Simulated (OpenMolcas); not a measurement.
## Co5+, Rh5+, Ir5+: d⁴ down the group

```
Program             : OpenMolcas
Method              : CASSCF
Basis               : ANO-RCC-VTZP
Scalar Hamiltonian  : DKH2, point nucleus
Spin-orbit coupling : RASSI with atomic mean-field integrals over the reference wave functions, term energies averaged over their components
```

Active space for each ion: 4 electrons in 10 orbitals (d d).

Computed levels in cm-1 above ⁵D₀:

```json
{"Level": "⁵D₁", "Co5+": "218", "Rh5+": "636", "Ir5+": "5272"}
{"Level": "⁵D₂", "Co5+": "639", "Rh5+": "1698", "Ir5+": "9962"}
{"Level": "⁵D₃", "Co5+": "1238", "Rh5+": "3022", "Ir5+": "13714"}
{"Level": "⁵D₄", "Co5+": "1989", "Rh5+": "4516", "Ir5+": "16283"}
{"Level": "³H₄", "Co5+": "30361", "Rh5+": "21898", "Ir5+": "25511"}
{"Level": "³H₅", "Co5+": "30843", "Rh5+": "23395", "Ir5+": "31883"}
{"Level": "³H₆", "Co5+": "31364", "Rh5+": "24599", "Ir5+": "34656"}
{"Level": "³P₀(1)", "Co5+": "32108", "Rh5+": "21421", "Ir5+": "23929"}
{"Level": "³P₁(1)", "Co5+": "33389", "Rh5+": "24565", "Ir5+": "32743"}
{"Level": "weight of ⁵D in the lowest level (%)", "Co5+": "100", "Rh5+": "97", "Ir5+": "66"}
```

Mixed levels, with the weight of the term that names them: Ir5+ ⁵D₀ (66 %), Ir5+ ⁵D₄ (69 %), Ir5+ ³H₄ (58 %), Ir5+ ³H₆ (73 %), Ir5+ ³P₀(1) (53 %).

Measured, with the error of the calculation in %. Measured levels: Co5+ from Sugar and Corliss, J. Phys. Chem. Ref. Data 10, 1097 (1981).

| Level | Co5+ |
| --- | --- |
| ⁵D₁ | 204 (+7.0) |
| ⁵D₂ | 589 (+8.5) |
| ⁵D₃ | 1125 (+10.0) |
| ⁵D₄ | 1782 (+11.6) |
| ³H₄ | 28377 (+7.0) |
| ³H₅ | 28806 (+7.1) |
| ³H₆ | 29234 (+7.3) |
| ³P₀(1) | 27166 (+18.2) |
| ³P₁(1) | 28462 (+17.3) |

The fine-structure level ⁵D₄ changes by a factor of 8.19 from Co5+ to Ir5+.

Without spin-orbit coupling ³H lies 29751, 20878, 19135 cm-1 above ⁵D in that order; the difference to the level ³H₄, of either sign, comes from spin-orbit coupling, which also lowers the zero.

Without dynamic correlation excited terms often stand tens of per cent too high (terms of higher spin than the ground term too low), and those without a measured partner can miss by more than the paired ones. Active for correlation alone: 4d; no level in the range computed is led by a configuration that fills it, so any true level of that kind is missing (holds for Co5+). Active for correlation alone: 5d; no level in the range computed is led by a configuration that fills it, so any true level of that kind is missing (holds for Rh5+). Active for correlation alone: 6d; no level in the range computed is led by a configuration that fills it, so any true level of that kind is missing (holds for Ir5+). Computed and measured levels are paired by configuration, term and J; levels that our copy of the source lacks, or whose pairing is in doubt (as where it misses far off the trend of its configuration), stay unpaired and out of the deviations. Only configurations of the active space appear.

A number in round brackets counts repeated terms of one configuration in the order of the reference energies.
